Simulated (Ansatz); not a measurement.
A structure relaxed at PBE-D4/def2-SVP in Ansatz, charge 0, sextet:

Cartesian coordinates in Å:
```
S -2.4762 0.8378 -1.3970
S -3.6219 -3.3473 -1.1672
S -2.2998 2.2064 3.0177
S 1.4572 1.6885 3.8782
S -0.6867 -1.6048 1.6545
S -1.5317 -1.9049 -3.9443
S 0.2070 1.9789 0.4450
S 1.4299 -1.0364 -1.4654
S -0.2085 -4.6726 -0.4309
S 3.7498 1.9908 -0.0457
S 0.9834 2.0151 -3.7879
Mg -2.2414 2.1259 0.6333
Mg -2.0146 -3.3536 0.5883
Mg -3.1809 -1.2666 -2.2561
Mg -1.3840 -3.6789 -2.3095
Mg -0.3612 0.5739 2.7473
Mg -0.2040 3.4064 3.3348
Mg 2.2788 2.6504 1.7781
Mg 1.1166 -2.8112 0.2784
Mg 3.1458 -0.2802 0.1351
Mn -0.5358 -0.1789 -0.3578
Mg -0.0636 -0.0298 -3.4516
Mg 1.7811 1.9531 -1.6100
Br 1.2987 5.1182 2.2236
Br 3.3618 -2.3803 1.5093
```

(1) Give its formula.

(2) Summarise the bond lengths by kind (pairs closer than 1.2 times the sum of covalent radii, bridged metal pairs left out).

## Answers

(1) Mg11MnS11Br2.

(2) 32 × Mg–S 2.32 to 2.76 Å; 4 × Mn–S 2.41 to 2.47 Å; 4 × Br–Mg 2.52 to 2.69 Å. The metal has 11 neighbours: S 2.42 Å, S 2.47 Å, S 2.42 Å, S 2.41 Å, Mg 3.03 Å, Mg 3.63 Å, Mg 3.43 Å, Mg 3.20 Å, Mg 3.17 Å, Mg 3.13 Å, Mg 3.39 Å.

Single mean-field runs in def2-SVP are fitted with def2-universal-jkfit.
